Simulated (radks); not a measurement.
These are the eigenvalues of the occupied orbitals of an atom or ion with whole-number occupations (hartree). Method: scalar-relativistic Kohn-Sham, LDA (Slater exchange, VWN5 correlation), spin-polarised, spherical densities, finite nucleus; Fermi nuclear charge, rms radius of each element as measured or else 0.836 A^(1/3) + 0.57 fm; computed with a radial shooting solver on a logarithmic mesh with Libxc functionals.

1s down: -3263.004
1s up: -3263.004
2s up: -607.2189
2s down: -607.2098
2p up: -525.3841
2p down: -525.3768
3s up: -167.2276
3s down: -167.0710
3p up: -143.7329
3p down: -143.5737
3d up: -119.7175
3d down: -119.5925
4s up: -58.42819
4s down: -58.19415
4p up: -50.50620
4p down: -50.28338
4d up: -41.40210
4d down: -41.18401
4f up: -31.48353
4f down: -31.24658

Which element is it, and in what charge state? The configuration may be excited. Open shells, if any, are filled with parallel spins first.

Answer. Z = 82, lead, charge +26: Pb26+ in [Kr] 4d10 4f10. The list shows which subshells hold electrons but not how many an open one holds; the 1s level, -3263 hartree, gives Z - s = 80.8 by -(Z - s)^2/2, which with screening and relativity narrows Z to a few neighbours, and the depths of the outer levels then fix element, charge and occupations together.
